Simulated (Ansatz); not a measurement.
One change: `N=[CH][GeH2][CH2]Cl` becomes `C#[C][GeH2][CH2]Cl`.

Ansatz, PBE0-D4/def2-TZVP geometries, multiplicity 1. Each molecule was computed in one conformer, which needn't be the lowest.

Scalar relativity is left out up to krypton.

```
                                      property  `N=[CH][GeH2][CH2]Cl`
         LUMO energy (ωB97M-V/def2-TZVPP) / eV                   1.17
         HOMO energy (ωB97M-V/def2-TZVPP) / eV                  -9.50
          HOMO–LUMO gap (PBE0/def2-TZVPP) / eV                   6.25
             HOMO energy (PBE/def2-TZVPP) / eV                  -5.86
       HOMO–LUMO gap (ωB97M-V/def2-TZVPP) / eV                  10.67
size of the dipole moment (PBE/def2-TZVPP) / D                   2.36
```

Question: Give the same properties after the change, and the shifts. (Estimate.)

Answer: Computed: 
```tsv
property	`C#[C][GeH2][CH2]Cl`	shift
LUMO energy (ωB97M-V/def2-TZVPP) / eV	1.72	0.55
HOMO energy (ωB97M-V/def2-TZVPP) / eV	-10.10	-0.60
HOMO–LUMO gap (PBE0/def2-TZVPP) / eV	7.75	1.50
HOMO energy (PBE/def2-TZVPP) / eV	-6.64	-0.78
HOMO–LUMO gap (ωB97M-V/def2-TZVPP) / eV	11.82	1.15
size of the dipole moment (PBE/def2-TZVPP) / D	1.43	-0.93
```

With PBE0 the HOMO falls by 0.67 eV and the LUMO rises by 0.83 eV, so the gap widens by about 1.50 eV. PBE moves the HOMO by -0.78 eV and ωB97M-V by -0.60 eV. Dipoles are sizes alone; their direction can turn.
